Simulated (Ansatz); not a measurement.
Species: BeF, charge 0, doublet. BeF (SMILES [Be][F], doublet).
B3LYP-D3(BJ)/def2-TZVP minimum from Ansatz (a program for electronic structure):
```
Be
F 1 1.3730
```
Charge 0, spin multiplicity 2.

Total energies in def2-QZVPP, 9 correlated electrons, 2 frozen orbitals. UHF or UKS for unpaired electrons; spin-orbit terms are left out. Correlated methods leave the cores frozen. No relativity. The spin of BeF ([Be][F], doublet) was assumed, and the state is the lowest solution found for it.

| method | program | energy (Eh) | minus CCSDT(Q) (mEh) |
|---|---|---|---|
| HF | Ansatz | -114.17061 | 311.75 |
| MP2 | Ansatz | -114.47423 | 8.14 |
| CCSD | Ansatz | -114.47250 | 9.87 |
| CCSD(T) | Ansatz | -114.48199 | 0.37 |
| CCSDT(Q) | Ansatz | -114.48236 | 0.00 |

Rough core times of Ansatz's runs on a shared machine: CCSD(T) under 20 s, CCSDT(Q) 10 min.
